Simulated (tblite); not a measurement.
Species: C5H13OPSi.
SMILES with atom numbers: `[CH3:1][O:2][CH2:3][P:4]([SiH3:5])[CH:6]1[CH2:7][CH2:8]1` (hydrogens: H9, H10, H11 on C1; H12, H13 on C3; H14, H15, H16 on Si5; H17 on C6; H18, H19 on C7; H20, H21 on C8)

The geometry is computed with GFN2-xTB (gas phase).

Problem. List the bond lengths, angles and torsions at this level.

Solution. 
```tsv
bond	length (Å)
C1–O2	1.405
O2–C3	1.405
C3–P4	1.856
P4–Si5	2.250
P4–C6	1.839
C6–C7, C6–C8	1.502
C7–C8	1.493
C1–H9, C1–H10, C1–H11	1.094
C3–H12, C3–H13	1.101
Si5–H14, Si5–H15, Si5–H16	1.465
C6–H17	1.085
C7–H18, C8–H21	1.081
C7–H19, C8–H20	1.080
```

Bonds in one row agree within 0.01 Å and their mean is given. A selection of angles:
```tsv
angle	degrees
C1–O2–C3	113.9
O2–C3–P4	107.0
C3–P4–Si5	93.3
C3–P4–C6	97.7
Si5–P4–C6	98.5
P4–C6–C7	119.2
P4–C6–C8	118.2
C7–C6–C8	59.6
C6–C7–C8	60.1
```

Torsions: C1–O2–C3–P4 176° (antiperiplanar); O2–C3–P4–Si5 -34° (synclinal); C3–P4–C6–C7 106° (anticlinal); P4–C6–C7–C8 107° (anticlinal); P4–C6–C8–C7 -109° (anticlinal). The mirror-image conformer, all signs reversed, is as good.

Of the pairs four or more bonds apart, O2···H17 is among the closest relative to their van der Waals radii: 2.62 Å, 96 % of the sum of Bondi's values. Si5 (SiH3 silicon) is distorted tetrahedral (angles from 104.9° to 115.1°). P4 (three-coordinate phosphorus) is pyramidal (angles 98.5°, 97.7° and 93.3°, sum 289.5°, 0.99 Å off the plane of its three neighbours). The 3-membered ring C6–C7–C8 has internal angles of 59.6° to 60.3°.

Point group: C1 (no symmetry element, even within 0.4 Å). Its GFN2-xTB frequencies are all real (lowest 42 cm⁻¹). The numbers are those of one conformer.
